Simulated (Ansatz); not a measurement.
`Cl[SiH2]I` + H₂ → `[SiH3]I` + HCl at 700 K and 1 bar (hydrogenolysis of the Si–Cl bond).

Computed with Ansatz on PBE0-D4/def2-TZVP structures; ΔE is electronic, products minus reactants. CBS: MP2 limit from def2 TZ/QZ plus the TZ coupled-cluster correction, frozen cores. This one scheme is used for every species. Elements past krypton have def2 core potentials. For I outer-core shells are correlated without core-valence functions, which leaves a few kJ/mol of doubt a bond.

```tsv
species	CCSD(T)/CBS energy (Eh)	H − E (kJ/mol)	S (J/(mol·K))
`Cl[SiH2]I`	-1047.58245	97.2	378.9
H₂	-1.17544	46.8	155.3
`[SiH3]I`	-588.34840	106.1	328.4
HCl	-460.38127	38.4	211.8
```

H − E and S are ideal-gas, rigid-rotor, harmonic terms from PBE0-D4/def2-TZVP. The MP2-based limit puts H₂ 0.8 mEh under its directly extrapolated value; such offsets cancel only in part. 1 Eh = 2625.50 kJ/mol, R = 8.31446 J/(mol·K).

**Question.** By hand: ΔE, ΔH, ΔS and ΔG.

**Answer.** ΔE = (-588.34840) + (-460.38127) − (-1047.58245) − (-1.17544) = 0.02822 Eh = 74.1 kJ/mol. Δ(H − E) = 106.1 + 38.4 − 97.2 − 46.8 = 0.5, so ΔH = 74.6 kJ/mol. ΔS = 328.4 + 211.8 − 378.9 − 155.3 = 6.0 J/(mol·K). ΔG = 74.6 − 700 × (6.0)/1000 = 70.4 kJ/mol.

**Question.** By hand: the equilibrium constant, and the temperature at which ΔG would vanish if ΔH and ΔS stayed fixed.

**Answer.** log₁₀ K = −ΔG/(RT ln 10) = -5.3. ΔG = 0 at ΔH/ΔS = 12433 K, far beyond where these terms or the molecules hold.

The number of gas molecules stays the same, so ΔS is small and ΔH decides. A doubt of 5 kJ/mol in ΔE shifts log₁₀ K by 0.4 here. These are equilibria of isolated gas molecules and say nothing of rates. Largest T1 diagnostic: 0.008 (customary marks: 0.02 for closed shells, 0.045 for open ones).
